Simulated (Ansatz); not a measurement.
`F[SiH]([SiH3])Cl` + HCl → `F[SiH](Cl)Cl` + SiH₄  (cleavage of the Si–Si bond)

Calculated with Ansatz (gas phase, PBE0-D4/def2-TZVP geometries, no zero-point term in ΔE). CCSD(T)/CBS is the MP2 limit (def2-TZVPP, def2-QZVPP) plus CCSD(T) − MP2 in def2-TZVPP, frozen cores. This one scheme is used for every species.

```json
{"species": "`F[SiH]([SiH3])Cl`", "MP2/def2-TZVPP energy (Eh)": "-1140.01219"}
{"species": "HCl", "MP2/def2-TZVPP energy (Eh)": "-460.30264"}
{"species": "`F[SiH](Cl)Cl`", "MP2/def2-TZVPP energy (Eh)": "-1308.95772"}
{"species": "SiH₄", "MP2/def2-TZVPP energy (Eh)": "-291.40196"}
```

Problem. Work out ΔE.

Solution. ΔE = (-1308.95772) + (-291.40196) − (-1140.01219) − (-460.30264) = -0.04485 Eh = -117.8 kJ/mol. CCSD(T)/CBS gives -108.4 kJ/mol.

Largest T1 diagnostic among the species: 0.012.

From PBE to PBE0 (25 % exact exchange), in def2-TZVPP and without D4, ΔE moves by −5.4 kJ/mol. Leaving LDA and LC-ωPBE aside and taking each functional with its dispersion term where it has one, the values, not all of them listed here, spread over 20.2 kJ/mol, from ωB97M-V to PBE-D4.
